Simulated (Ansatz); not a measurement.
Total energies of `CCC(CC(C)c1ccc(Cl)cc1)c1ccc(Cl)cc1` from Ansatz at PBE0-D4/def2-TZVP, gas phase (1 Eh = 27.2114 eV = 2625.5 kJ/mol). The reference geometry is relaxed at r2SCAN-D4/def2-SVP.

```json
{"state": "charge 0 singlet", "geometry": "reference", "energy (Eh)": "-1617.54932"}
{"state": "charge 1 doublet", "geometry": "reference", "energy (Eh)": "-1617.25149"}
{"state": "charge 1 doublet", "geometry": "relaxed at r2SCAN-D4/def2-SVP", "energy (Eh)": "-1617.25674"}
{"state": "charge -1 doublet", "geometry": "reference", "energy (Eh)": "-1617.53237"}
{"state": "charge -1 doublet", "geometry": "relaxed at r2SCAN-D4/def2-SVP", "energy (Eh)": "-1617.53335"}
{"state": "free C atom (triplet)", "geometry": "–", "energy (Eh)": "-37.80537"}
{"state": "free Cl atom (doublet)", "geometry": "–", "energy (Eh)": "-459.99739"}
{"state": "free H atom (doublet)", "geometry": "–", "energy (Eh)": "-0.50104"}
```

Single mean-field runs in def2-TZVP are fitted with def2-universal-jkfit.

Task: Work out the vertical ionisation energy to the doublet.

Result: E(charge 1 doublet) − E(charge 0 singlet) = -1617.25149 − (-1617.54932) = 0.29783 Eh = 8.10 eV. For comparison, −ε of the highest occupied level is 6.83 eV at this level, 1.27 eV less.

Task: Work out the vertical electron affinity, to the doublet.

Result: E(charge 0 singlet) − E(charge -1 doublet) = -1617.54932 − (-1617.53237) = -0.01695 Eh = -0.46 eV; negative, so the extra electron isn't bound. The basis lacks diffuse functions, which makes affinities too small.

Task: Give the fundamental gap IE − EA, the Mulliken electronegativity (IE + EA)/2 and the hardness (IE − EA)/2.

Result: From the values in Eh: IE − EA = 0.29783 − (-0.01695) = 0.31478 Eh = 8.57 eV; (IE + EA)/2 = 3.82 eV; (IE − EA)/2 = 4.28 eV. The HOMO–LUMO gap of the same run is 6.10 eV, 2.47 eV smaller than the fundamental gap.

Task: How much does the charge 1 doublet relax, and what is the adiabatic ionisation energy?

Result: Relaxation: -1617.25149 − (-1617.25674) = 0.00525 Eh = 0.14 eV. Adiabatic ionisation energy: 0.29258 Eh = 7.96 eV, without zero-point energy. 

Task: How much does the charge -1 doublet relax, and what is the adiabatic electron affinity?

Result: Relaxation: -1617.53237 − (-1617.53335) = 0.00098 Eh = 0.03 eV. Adiabatic electron affinity: -0.01597 Eh = -0.43 eV, without zero-point energy. 

Task: What is the binding energy per atom against free atoms?

Result: Atoms: 18 × (-37.80537) + 2 × (-459.99739) + 20 × (-0.50104) = -1610.51224 Eh. Binding: -1610.51224 − (-1617.54932) = 7.03708 Eh = 191.49 eV, or 4.79 eV for each of 40 atoms (no zero-point energy, no counterpoise term).

At PBE0-D4/def2-TZVP the highest occupied level of the charge -1 doublet lies above zero (up to 1.71 eV). By energy differences it is unbound by 0.46 eV (vertical, against the charge 0 singlet, at PBE0-D4/def2-TZVP) and held by the finite basis. At PBE0-D4/def2-TZVP the highest occupied level of the relaxed charge -1 doublet lies above zero (up to 1.50 eV). By energy differences it is unbound by 0.43 eV (each at its own geometry, against the charge 0 singlet, at PBE0-D4/def2-TZVP) and held by the finite basis.
